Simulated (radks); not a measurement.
Values are calculated unless marked as measured or tabulated.
Task: K4+, 15 electrons, occupied as [Ne] 3s2 3p3. Code: a radial shooting solver on a logarithmic mesh with Libxc functionals. Model: Dirac Kohn-Sham, LDA (Slater exchange, Perdew-Wang correlation), spin-unpolarised, spherical densities, finite nucleus; open shells fill j = l - 1/2 first; Fermi nuclear charge, rms radius 3.4349 fm. Some entries of the table are withheld. Estimate them.

orbital,occ.,eigenvalue (eV),r(max) (bohr)
1s1/2,2,(1),(2)
2s1/2,2,(3),0.3186
2p1/2,2,-345.5827,0.2606
2p3/2,4,-342.6767,0.2626
3s1/2,2,-89.3462,1.036
3p1/2,2,-71.7249,(4)
3p3/2,1,-71.3581,(5)

Result: 
(1) 1s1/2 eigenvalue (eV): -3577.143
(2) 1s1/2 r(max) (bohr): 0.05314
(3) 2s1/2 eigenvalue (eV): -415.5228
(4) 3p1/2 r(max) (bohr): 1.074
(5) 3p3/2 r(max) (bohr): 1.079
